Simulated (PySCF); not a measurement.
B(Cl)(Me)(OSiH3) (CH6BClOSi), SMILES CB(Cl)O[SiH3].

The structure is a stationary point at r2SCAN-D4/def2-SVP. The structure was generated by enumeration, and PubChem lists no compound with its InChIKey, so it may never have been made. Other conformers were not sampled.

All values below come from PySCF with r2SCAN-D4/def2-SVP.

Frequencies are harmonic and unscaled.

Problem. List the normal modes with their intensities. (An estimate is asked for; the answer gives what the named calculation found.)

Solution. 
```
mode  ν (cm⁻¹)  IR (km/mol)   moving atoms (share of kinetic energy)
----  --------  -----------  ---------------------------------------
1           29          0.1                                   H 95 %
2           58          0.9                                   H 93 %
3           89          0.2                   O 63 %, H 18 %, Cl 9 %
4          120          0.6          O 27 %, Si 21 %, C 20 %, H 18 %
5          271          4.4         Cl 25 %, C 24 %, H 19 %, Si 19 %
6          341          3.8  Cl 42 %, O 19 %, H 16 %, Si 12 %, C 8 %
7          437          2.0                           B 53 %, H 39 %
8          574         46.4  C 34 %, H 20 %, O 17 %, Cl 14 %, Si 9 %
9          726         62.6                    H 80 %, O 8 %, Si 8 %
10         732         51.8                           H 85 %, Si 9 %
11         763          2.5  H 37 %, B 19 %, O 16 %, Si 11 %, C 10 %
12         866         20.8                   H 50 %, B 29 %, C 19 %
13         926          0.9           H 35 %, O 29 %, C 14 %, B 14 %
14         947         73.3                                   H 96 %
15         949         63.3                                   H 96 %
16         973        478.5                          H 82 %, Si 14 %
17        1075        249.6                   B 62 %, H 24 %, C 10 %
18        1305        114.1                           H 66 %, C 21 %
19        1393        464.5                   H 45 %, B 30 %, O 21 %
20        1430          5.7                                   H 96 %
21        1455        262.6                   H 57 %, B 25 %, O 12 %
22        2230         95.7                                   H 97 %
23        2257         95.1                                   H 97 %
24        2261        120.3                                   H 96 %
25        3038          0.6                                   H 97 %
26        3125          1.0                            H 91 %, C 9 %
27        3148         11.5                            H 91 %, C 9 %
```
